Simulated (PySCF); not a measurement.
From one molecule to another.

First species: C4H10F2Si2.
InChI=1S/C4H10F2Si2/c5-4(6)2-1-3(2)8-7/h2-4H,1,8H2,7H3/t2-,3+/m1/s1

Second species: C2H10FNSi4.
SMILES: `F[Si@H](C#C[SiH3])N([SiH3])[SiH3]`

Levels: PBE0/pcSseg-1 for dipole moment, HOMO energy, LUMO energy and HOMO–LUMO gap; GFN2-xTB for rotational constant A and rotational constant C. Geometries: GFN2-xTB. Each species is one conformer at its optimised geometry, gas phase, non-relativistic unless stated. Electronic properties by PySCF.

The conformers computed, where there is a choice (atom-mapped SMILES and torsion angles):
- `[F:1][CH:2]([F:3])[C@@H:4]1[CH2:5][C@@H:6]1[SiH2:7][SiH3:8]`: F1–C2–C4–C5 -106°, C5–C6–Si7–Si8 -160°
- `[F:1][Si@H:2]([C:3]#[C:4][SiH3:5])[N:6]([SiH3:7])[SiH3:8]`: F1–Si2–N6–Si7 44°

Values for the first species:

| Item | Value |
| --- | --- |
| Dipole moment | 2.15 D |
| HOMO energy | -8.28 eV |
| LUMO energy | 0.06 eV |
| HOMO–LUMO gap | 8.34 eV |
| Rotational constant A | 2.044 GHz |
| Rotational constant C | 0.672 GHz |

(1) Estimate the same properties for the second species, and the change in each.

Results:

(1) 
```
             property      first     second  second less first
        dipole moment     2.15 D     1.83 D            -0.32 D
          HOMO energy   -8.28 eV   -7.77 eV           +0.51 eV
          LUMO energy    0.06 eV   -0.89 eV           -0.95 eV
        HOMO–LUMO gap    8.34 eV    6.88 eV           -1.46 eV
rotational constant A  2.044 GHz  1.392 GHz         -0.652 GHz
rotational constant C  0.672 GHz  0.431 GHz         -0.241 GHz
```

On the first: The dipole equals about 7.2 × 10⁻³⁰ C·m (1 D = 3.33564 × 10⁻³⁰ C·m). A dipole of 2.15 D is allowed in C1, and pure rotational transitions are dipole-allowed.

On the second: The dipole equals about 6.1 × 10⁻³⁰ C·m (1 D = 3.33564 × 10⁻³⁰ C·m). A dipole of 1.83 D is allowed in C1, and pure rotational transitions are dipole-allowed. GFN2-xTB frequencies show an imaginary mode (46i cm⁻¹), so this geometry is no minimum at that level.
